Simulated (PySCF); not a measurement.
Structure from NMR data

Molecular formula: C5H6ClFO. Simulated spectra:

¹H NMR (400 MHz, computed): δ 4.91 (m, 1H), 1.70 (s, 3H), 1.50 (m, 1H), 1.25 (m, 1H).

¹³C{¹H} NMR (computed): δ 187.4 (C), 84.1 (CH), 34.5 (C), 28.6 (CH2), 17.8 (CH3).

One averaged value for each set of equivalent atoms, in vacuum, non-relativistic Hamiltonian, one conformer. Coordinates at the GFN2-xTB level; shielding tensors at PBE0/pcSseg-1 (GIAO); PySCF 2.14.0 with density-fitted response routines.

Scale: TMS for ¹H and ¹³C (reference shieldings calculated alike).

Which of these isomers gave the spectra?
A. C/C(F)=C(/C)C(=O)Cl
B. CC(C)=C(Cl)C(=O)F
C. C[C@@]1(C(=O)Cl)C[C@H]1F

Answers

C. 

- Rings plus π bonds: 2 (1 ring in the answer).
- 5 carbon signals for 5 carbons: no two carbons are equivalent.
- Carbon types of the structure: 2 × C, 1 × CH, 1 × CH2, 1 × CH3, which accounts for all hydrogens.
- δC 187.4: carbonyl carbon.
- δC 84.1, 34.5, 28.6: three-membered-ring carbon.
- δC 17.8: methyl carbon; saturated and bonded to C and H only.
- δH 4.91, 1.50, 1.25: hydrogen on a three-membered-ring carbon.
- δH 1.70: hydrogen on a methyl carbon.

The others: CC(C)=C(Cl)C(=O)F would give 2 signals for carbon-bound and other non-exchanging H, not 4; C/C(F)=C(/C)C(=O)Cl would give 2 signals for carbon-bound and other non-exchanging H, not 4.

Carbons that carry Cl, above all several Cl atoms, come out too deshielded, partly because spin–orbit coupling is missing. Splittings by ¹⁹F in the carbon and heteronuclear signals aren't shown, as no couplings were computed. Shifts are as computed. Against solution values, carbons near 30 ppm lie about +3 ppm off and those near 130 ppm about +5 ppm; carbons on Cl a further +6 ppm. Of 1211 compounds with measured shifts, 218 miss one by over three times the rms of a fit or turn the order of signals round; such compounds aren't used in these exercises. No couplings were computed; multiplicities are counted from neighbouring protons, with m where these are inequivalent, close in shift, in a saturated or five-membered ring or joined by F or P, and br s for small geminal =CH2 splittings.
